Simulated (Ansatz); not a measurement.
H3NSi (SMILES N[SiH]) moved off its minimum; all values from Ansatz (a program for electronic structure), cores frozen in correlated methods.
(charge 0, multiplicity 1)
```xyz
5

Si    -0.26108     0.43899     0.49125
H     -0.67496     1.48888    -0.56636
N      0.42817    -0.70664    -0.59418
H      0.51030    -0.60942    -1.70210
H      0.73103    -1.61856    -0.37296
```

Forces at PBE/def2-TZVPP (eV/Å):

```tsv
atom	Fx	Fy	Fz
Si1	-0.050	-0.129	0.270
H2	0.169	-0.113	-0.115
N3	-0.310	1.575	-3.810
H4	-0.308	-0.084	2.924
H5	0.499	-1.249	0.732
```

Give the forces (eV/Å), the total energy and the dipole at CCSD(T)/aug-cc-pV(T+d)Z.


```csv
atom,Fx,Fy,Fz
Si1,-0.051,-0.052,-0.092
H2,0.236,-0.287,0.087
N3,-0.222,1.358,-3.969
H4,-0.367,-0.046,3.280
H5,0.405,-0.973,0.694
```
Energy -345.5119 hartree, dipole 1.99 D.

Doubts at one or more of the structures used: a restricted determinant that unrestricted orbitals would lower (CCSD(T)/aug-cc-pV(T+d)Z).
